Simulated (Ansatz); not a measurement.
`C[CH2][Mg][O]C` + `NN` → `CCNN` + `C[O][MgH]`  (substitution at a C–Mg bond)

Gas-phase electronic energies from Ansatz, PBE0-D4/def2-TZVP geometries. CBS: MP2 limit from def2 TZ/QZ plus the TZ coupled-cluster correction, frozen cores. This one scheme is used for every species. Functionals use def2-TZVPP. HSE06 is defined as in plane-wave codes. For Mg outer-core shells are correlated without core-valence functions, which leaves a few kJ/mol of doubt a bond. Each species was taken in one conformer, which may not be the lowest.

`C[CH2][Mg][O]C`:

Cartesian coordinates in Å:
```
C 2.158 1.450 0.787
C 1.194 1.427 -0.401
Mg -0.309 -0.025 -0.358
O -1.584 -1.250 -0.329
C -2.574 -2.204 -0.303
H 2.699 0.505 0.896
H 1.640 1.626 1.734
H 2.917 2.236 0.693
H 0.708 2.406 -0.502
H 1.758 1.294 -1.333
H -3.233 -2.135 -1.181
H -2.161 -3.224 -0.291
H -3.214 -2.107 0.587
```

`NN`:

```xyz
6

N    -0.607   -0.425    0.013
N     0.590    0.210   -0.396
H    -0.775   -0.338    1.010
H    -1.377    0.008   -0.477
H     0.828    1.008    0.183
H     1.342   -0.463   -0.333
```

`CCNN`:

```xyz
12

C     0.160    0.367    1.330
C    -0.824   -0.191    0.313
N    -0.240   -0.689   -0.917
N     0.429    0.334   -1.624
H     0.706    1.219    0.918
H    -0.358    0.709    2.229
H     0.886   -0.394    1.635
H    -1.548    0.580    0.035
H    -1.388   -1.020    0.753
H     0.380   -1.466   -0.711
H     1.402    0.434   -1.350
H     0.395    0.117   -2.611
```

`C[O][MgH]`:

```xyz
7

C    -0.382    0.822    0.723
O     0.072   -0.154   -0.134
Mg    0.652   -1.404   -1.233
H    -1.472    0.772    0.859
H    -0.151    1.832    0.352
H     0.072    0.734    1.721
H     1.209   -2.602   -2.287
```

```json
{"level": "LDA (SPW92)", "ΔE (kJ/mol)": "8.6", "difference from CCSD(T)/CBS": "-18.4"}
{"level": "r2SCANh-D4", "ΔE (kJ/mol)": "17.8", "difference from CCSD(T)/CBS": "-9.2"}
{"level": "HSE06-D4", "ΔE (kJ/mol)": "19.4", "difference from CCSD(T)/CBS": "-7.6"}
{"level": "BHLYP-D4", "ΔE (kJ/mol)": "14.7", "difference from CCSD(T)/CBS": "-12.3"}
{"level": "r2SCAN0", "ΔE (kJ/mol)": "18.2", "difference from CCSD(T)/CBS": "-8.8"}
{"level": "LC-ωPBE", "ΔE (kJ/mol)": "18.8", "difference from CCSD(T)/CBS": "-8.2"}
{"level": "MP2/def2-SVP", "ΔE (kJ/mol)": "8.8", "difference from CCSD(T)/CBS": "-18.2"}
{"level": "CCSD(T)/def2-SVP", "ΔE (kJ/mol)": "3.8", "difference from CCSD(T)/CBS": "-23.2"}
{"level": "HF/def2-QZVPP", "ΔE (kJ/mol)": "8.7", "difference from CCSD(T)/CBS": "-18.3"}
{"level": "MP2/def2-QZVPP", "ΔE (kJ/mol)": "29.1", "difference from CCSD(T)/CBS": "2.1"}
{"level": "CCSD(T)/CBS", "ΔE (kJ/mol)": "27.0", "difference from CCSD(T)/CBS": "0"}
```

Largest T1 diagnostic among the species: 0.011.

The D4 term adds −6.0 kJ/mol with B3LYP and −3.1 kJ/mol with PBE0; it sums over pairs of atoms, weighted by their polarisabilities, and B3LYP, whose exchange is more repulsive, gets the larger term. Leaving LDA and LC-ωPBE aside and taking each functional with its dispersion term where it has one, the values, not all of them listed here, spread over 23.1 kJ/mol, from B97M-V to B2PLYP. LDA lies −16.5 kJ/mol from PBE without D4.

B3LYP here is the variant with VWN-RPA as its local correlation; programs differ in this.
